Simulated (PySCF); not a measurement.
**OsO₂⁻, doublet: structure and spectrum**

Method: UB3LYP in PySCF with Os def2-SVPD with ECP60, O def2-SVPD; scalar-relativistic core potentials, no spin–orbit coupling; density-fitted integrals.

The structure is a minimum.

```xyz
3
charge -1 multiplicity 2, angstrom
Os    0.0000    0.0000   -0.0610
O     1.6856    0.0000    0.3658
O    -1.6856    0.0000    0.3658
```

| Property | Result |
| --- | --- |
| Point group | C2v |
| Bond lengths | Os–O 1.739 Å (×2) |
| Bond angles | O–Os–O 151.6° |
| Spin squared ⟨S²⟩ | 0.755 |
| Entropy at 298.15 K and 1 bar (electronic part: spin only) | 281.2 J/(mol K) |
| Dipole moment about the centre of mass | 0.72 D |
| Highest occupied level (β) | -0.79 eV |
| Heat capacity Cp at 298.15 K | 45.1 J/(mol K) |
| Zero-point energy | 12.0 kJ/mol |
| Lowest empty level (β) | 1.75 eV |
| Principal quadrupole moments (Buckingham, traceless) about the centre of mass | -12.21, 5.83, 6.38 D Å |
| Rotational symmetry number | 2 |
| Principal polarisabilities | 60.7, 62.6, 74.2 bohr³ |
| Enthalpy at 298.15 K above 0 K | 11.83 kJ/mol |
| Rotational constants | 3.375, 0.1855, 0.1758 cm⁻¹ |

Harmonic modes (masses in u: Os 191.961, O 15.995):
```csv
symmetry,ω (cm⁻¹),IR (km/mol),μ (u),type
a1,156,5.5,18.13,bend
b2,898,411,18.26,stretch
a1,958,18.2,16.21,stretch
```

In C2v the vibrations span 2a1 + b2. Here b1 is antisymmetric to the molecular plane and b2 lies in it.

Charges (e); Mulliken and Löwdin values are unreliable with diffuse functions:
```
atom  Mulliken  Löwdin  polar tensor  spin (Mulliken)  Mayer order to Os1
 Os1      0.39    0.52          0.57             1.02                   –
O2,3     -0.69   -0.76         -0.78            -0.01                1.29
```

Mulliken populations on Os1 (electrons outside its core potential): s 3.69, p 6.11, d 5.72, f 0.09.

Formally Os is in oxidation state +3, d5, with 1 unpaired electron (the high-spin count would be 5). The Mulliken spin on Os is 1.02. The polar-tensor charge on Os, 0.57, is far below the formal one.

Other isomers or separated fragments may lie lower. Other spin states or occupations of the open shell can lie lower. The lowest empty level of this anion is unbound, so it and the gap depend on the basis. With an element this heavy the missing spin–orbit coupling can shift these numbers.

The final relaxation and frequency run took of the order of 60 core-seconds on a shared host.
